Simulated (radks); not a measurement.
Species: Lu13+. Configuration: [Kr] 4d10 4f10 5s2.

Calculated with a radial shooting solver on a logarithmic mesh with Libxc functionals: Dirac Kohn-Sham, exchange-only PBE, spin-unpolarised, spherical densities, finite nucleus; open shells fill j = l - 1/2 first; Fermi nuclear charge, rms radius 5.37 fm.

Energy parts (hartree):
| part | energy |
|---|---|
| total | -14520.5175 |
| kinetic | 16190.9826 |
| electron-nucleus | -35530.1379 |
| Hartree | 5107.1121 |
| exchange | -288.4743 |

Orbitals (lengths in bohr, moments of r in powers of bohr; r(max) is where P^2 peaks):
orbital  occ.  eigenvalue (hartree)   r(max)  small-component weight
1s1/2       2             -2330.633  0.01213                7.11e-02
2s1/2       2             -404.8280  0.06950                1.60e-02
2p1/2       2             -386.9209  0.05192                1.61e-02
2p3/2       4             -345.8477  0.05845                1.46e-02
3s1/2       2             -99.49490   0.1960                5.22e-03
3p1/2       2             -91.55885   0.1838                5.16e-03
3p3/2       4             -82.79553   0.1973                4.75e-03
3d3/2       4             -69.30031   0.1552                4.63e-03
3d5/2       6             -67.38700   0.1589                4.52e-03
4s1/2       2             -27.59955   0.4452                1.72e-03
4p1/2       2             -24.35127   0.4457                1.64e-03
4p3/2       4             -22.30557   0.4737                1.49e-03
4d3/2       4             -16.93705   0.4715                1.32e-03
4d5/2       6             -16.55330   0.4803                1.28e-03
5s1/2       2             -10.50378   0.9609                5.14e-04
4f5/2       6              -9.84161   0.4460                9.59e-04
4f7/2       4              -9.76839   0.4502                9.45e-04

The highest occupied level is 4f7/2 at -265.81 eV. The electron density at the nucleus is 1.112e+06 e/bohr^3. For comparison, the ionisation energy in NIST's Atomic Spectra Database is 305 eV (theoretical). In exact Kohn-Sham theory the highest level is minus the ionisation energy, but local and semilocal functionals leave it too shallow, through self-interaction and a potential that decays too fast; potentials with the right tail come closer. Summed over all electrons, <r^2> = 12.74 bohr^2, which gives a Langevin (diamagnetic) susceptibility term of -10.1 x 10^-6 cm^3/mol. The density falls to 0.001 e/bohr^3 at r = 2.03 bohr.

Beside tabulated values, note that spin-unpolarised runs miss the spin-polarisation part of the exchange energy of open shells.
